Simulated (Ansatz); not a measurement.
`FC1=[CH][InH][S]1`, relaxed with RKS PBE0-D4/def2-TZVP in Ansatz from a GFN2-xTB geometry. The force threshold is 0.005 eV/Å; the program also tests the step.

Charge 0, multiplicity 1. In takes the def2 core potential.

Start:

```xyz
7

F    -0.383    0.781   -2.233
C    -0.268    0.422   -0.952
C     0.648   -0.458   -0.536
In   -0.027   -0.287    1.542
S    -1.423    1.206    0.137
H     1.350   -0.931   -1.208
H     0.104   -0.734    3.250
```

(1) By how much does the energy fall, and how many steps does the optimiser take? (An estimate is asked.)

(2) Which bonds change most? (Best estimate.)

(3) Give the relaxed structure. (Estimate.)

## Answers

(1) Computed: 2.88 kcal/mol, in 6 steps, 1 of them rejected.

(2) Ansatz gave: C3–In4 from 2.192 to 2.086 Å; In4–H7 from 1.771 to 1.684 Å; In4–S5 from 2.480 to 2.489 Å.

(3) The calculation gave: 
```xyz
7

F    -0.403    0.790   -2.211
C    -0.278    0.428   -0.939
C     0.640   -0.454   -0.510
In    0.049   -0.339    1.488
S    -1.416    1.193    0.183
H     1.356   -0.948   -1.151
H     0.052   -0.671    3.139
```
